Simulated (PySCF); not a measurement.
An unknown is described by computed data only.

Formula: C6H8Cl2.

- Polarisability: 99.1 au [B3LYP/def2-SVPD]
- 13C NMR: chemical shifts (computed TMS as zero) by class: 154.0 (1 C), 121.5 (1 C), 61.4 (1 C), 53.5 (1 C), 48.3 (1 C), 34.8 (1 C) ppm [GIAO PBE0/pcSseg-1]
- Triplet: lowest triplet excitation (Tamm–Dancoff): 4.12 eV [TDA B3LYP/def2-SVPD]
- 1H NMR: chemical shifts (computed TMS as zero) by class: 5.81 (1 H), 5.64 (1 H), 4.16 (1 H), 3.95 (1 H), 3.24 (1 H), 3.15 (1 H), 2.63 (1 H), 2.37 (1 H) ppm [GIAO PBE0/pcSseg-1]
- UV, first state: lowest singlet excitation: 5.97 eV (208 nm, f = 0.093) [TDDFT B3LYP/def2-SVPD]
- NMR, other nuclei: isotropic shieldings of nuclei other than C and H, by class: 753 (1 Cl), 866 (1 Cl) ppm [GIAO PBE0/pcSseg-1]
- Rotational structure: rotational constants A, B, C: 2.429, 0.763, 0.612 GHz [GFN2-xTB]
- Dipole: 1.69 D [B3LYP/def2-SVPD]

The electronic properties come from PySCF, for the isolated species, density fitting. Levels stand in brackets. One conformer (not necessarily the lowest) at the GFN2-xTB geometry, without solvent, vibrations or thermal averaging. NMR values are class means; diastereotopic atoms form classes of their own.

Problem. Propose a structure and show how it fits.

Solution. Numbering: `[CH2:1]=[C:2]1[CH2:3][C@@H:4]([CH2:5][Cl:6])[C@@H:7]1[Cl:8]`. Its formula, C6H8Cl2, gives 2 degrees of unsaturation: 1 ring and 1 π bond in the structure found. 6 carbons fall into 6 classes; from least to most shielded: fully substituted alkene carbon [C2] (154.0 ppm), terminal =CH2 carbon [C1] (121.5 ppm), sp3 C–Cl carbon [C7] (61.4 ppm), sp3 C–Cl carbon [C5] (53.5 ppm), four-membered-ring carbon [C4] (48.3 ppm), allylic carbon [C3] (34.8 ppm). Hydrogen classes from least to most shielded: 1 H on a terminal =CH2 carbon, C1 (5.81 ppm), 1 H on a terminal =CH2 carbon, C1 (5.64 ppm), 1 H on an sp3 C–Cl carbon, C7 (4.16 ppm), 1 H on an sp3 C–Cl carbon, C5 (3.95 ppm), 1 H on an sp3 C–Cl carbon, C5 (3.24 ppm), 1 H on an allylic carbon, C3 (3.15 ppm), 1 H on a four-membered-ring carbon, C4 (2.63 ppm), 1 H on an allylic carbon, C3 (2.37 ppm). The other shieldings belong to: 753 ppm, alkyl chlorine [Cl8]; 866 ppm, alkyl chlorine [Cl6]. The optimised geometry has point group C1 and is an asymmetric top. Structure: `C=C1C[C@@H](CCl)[C@@H]1Cl`. Computed isomers that give other values at the same levels: `C=C/C(=C/C)C(Cl)Cl` (13C chemical shifts (computed TMS as zero) by class: 151.9 (1 C), 146.6 (1 C), 144.2 (1 C), 114.6 (1 C), 78.4 (1 C), 20.7 (1 C) ppm). The assignments are read from this structure; whether some other isomer fits the data as well wasn't checked. The mirror image fits equally.

Shape of the structure used: `[CH2:1]=[C:2]1[CH2:3][C@@H:4]([CH2:5][Cl:6])[C@@H:7]1[Cl:8]`: C3–C4–C5–Cl6 -69°.
